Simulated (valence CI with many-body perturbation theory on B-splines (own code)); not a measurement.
The numbers below are computed, except where a source is named.
## Hyperfine factors and g values of Cr¹⁰⁺

Method: configuration interaction combined with many-body perturbation theory (CI+MBPT): four valence electrons over a frozen Dirac-Fock core [Ne], radial functions for each j: 11 s, 11 p, 10 d, 8 f, 5 g, 2 h, with the one-electron correlation potential Σ1, the two-electron term Σ2, the three-electron term Σ3, Breit, model QED; selected CI, second order for the rest, scaled by the run's own slope (own B-spline code, finite nucleus).

No measured levels were compared; by estimate levels of excited configurations hold to 0.05 to 0.15 % of their energy, terms of the ground configuration to about 0.5 %. Among the levels kept, up to 640 cm⁻¹ of a level comes from second order outside the variational space, and about a tenth of that is noise between levels of different J, which matters for small intervals.

A/g_I is the dipole constant over the nuclear g factor μ/I (μ in nuclear magnetons, uniformly magnetised nucleus), B/Q the quadrupole constant per barn. Both hold the static response of the core; the bare values leave it out. Large factors of s and p1/2 electrons are usually good to 5 to 10 %; those of open d and f shells near neutrality can be off by tens of per cent, and small factors of p3/2, d and f electrons come from cancelling terms and can be off by a factor of two or in sign, in half-filled shells by more. B is blank for J = 1/2, where it vanishes, and for nearly pure S terms. Energies count from the lowest level. Levels with J = 0 are left out.

Names give the largest LS component (configuration and term), which can be under half, so a name can repeat, a term be missing and a line seem to break the LS rules; names also repeat where a configuration has a term twice. Letters in brackets count levels of one name in rising energy.

```tsv
Level	E (cm⁻¹)	g	A/g_I (MHz)	A/g_I bare	B/Q (MHz/b)	B/Q bare
3s2 3p2 3P_1	5536	1.501	53.6	199	2840	2690
3s2 3p2 3P_2	12004	1.475	4510	4380	-4970	-4700
3s2 3p2 1D_2	37150	1.025	5180	4930	10600	10000
3s 3p3 5S°_2	178130	1.998	14500	13900		
3s 3p3 3D°_1	242340	0.519	-8760	-8210	1450	1380
3s 3p3 3D°_2	242450	1.177	7850	7450	2950	2800
3s 3p3 3D°_3	243920	1.333	13100	12400	-653	-608
3s 3p3 3P°_1	278520	1.483	18300	17300	-1760	-1660
3s 3p3 3P°_2	278820	1.477	14100	13400	-3080	-2910
3s 3p3 1D°_2	306580	1.014	4730	4520	-1920	-1800
3s 3p3 3S°_1	356900	1.832	-10600	-9440	-15.8	-13.5
3s2 3p 3d 3F°_2	368740	0.668	4330	4150	4320	4170
3s 3p3 1P°_1	372990	1.166	1340	1420	102	101
3s2 3p 3d 3F°_3	373100	1.083	2650	2630	4620	4470
3s2 3p 3d 3F°_4	379410	1.250	1500	1560	6640	6400
3s2 3p 3d 3P°_2 [a]	419150	1.253	1680	1760	-92.4	-38.1
3s2 3p 3d 3P°_1	425540	1.299	-978	-648	1170	1120
3s2 3p 3d 3P°_2 [b]	427310	1.202	1450	1500	-529	-454
3s2 3p 3d 3D°_1	434370	0.703	1050	1080	-3170	-3010
3s2 3p 3d 3D°_2	436310	1.209	2470	2500	-3930	-3730
3s2 3p 3d 3D°_3	436700	1.331	2870	2870	-4150	-3870
3s2 3p 3d 1F°_3	478930	1.001	2250	2220	6510	6280
3s2 3p 3d 1P°_1	490900	0.997	-875	-670	853	848
3p4 3P_2	513950	1.461	4680	4680	2240	2140
3p4 3P_1	521910	1.500	2790	2920	-1600	-1520
3p4 1D_2	532150	1.039	5580	5330	-8950	-8470
3s 3p2 3d 5F_1	541490	0.010	-10900	-10300	-691	-621
3s 3p2 3d 5F_2	542930	1.009	1860	1900	300	314
3s 3p2 3d 5F_3	545170	1.257	5030	4910	308	344
3s 3p2 3d 5F_4	548310	1.353	6410	6210	-958	-821
3s 3p2 3d 5F_5	552370	1.399	7490	7220	-4870	-4490
3s 3p2 3d 5D_1	560510	1.491	9030	8730	-2640	-2520
3s 3p2 3d 5D_2	561270	1.489	8830	8540	-2650	-2520
3s 3p2 3d 5D_3	562420	1.487	8520	8240	-678	-631
```

Q: Take the isotope of mass number 53, with I = 3/2, μ = -0.47431 μN, leaving out the quadrupole term. What is the hyperfine structure of 3s 3p3 5S°_2?

A: From the table A = -4590 MHz. Shifts from the centre of gravity in MHz: F = 1/2: 20700, F = 3/2: 13800, F = 5/2: 2300, F = 7/2: -13800.
